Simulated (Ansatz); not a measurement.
`[GeH3][SiH2][SiH2][SiH2][GeH2][GeH3]`, charge 0, multiplicity 1.

(1) Give a relaxed structure at PBE0-D4/def2-TZVP (Ansatz). (An estimate is asked.)

Answers

(1) Ansatz gave: 
Z-matrix (Å, degrees):
```
Ge
Si 1 2.381
H 1 1.538 2 110.3
H 1 1.538 2 111.6 3 -120.6
H 1 1.539 2 109.8 3 118.9
Si 2 2.336 1 109.4 3 -50.3
H 2 1.489 1 109.5 3 -172.5
H 2 1.489 1 109.6 3 69.0
Si 6 2.337 2 109.1 1 54.9
H 6 1.490 2 110.4 1 174.7
H 6 1.490 2 109.6 1 -65.9
Ge 9 2.384 6 110.3 2 51.6
H 9 1.489 6 109.7 2 -68.4
H 9 1.490 6 110.2 2 172.7
Ge 12 2.425 9 113.1 6 -84.7
H 12 1.542 9 109.6 6 155.1
H 12 1.541 9 109.7 6 37.5
H 15 1.539 12 109.9 9 -173.5
H 15 1.537 12 111.2 9 66.5
H 15 1.537 12 110.0 9 -53.8
```
This is one stationary point; other conformers may exist.
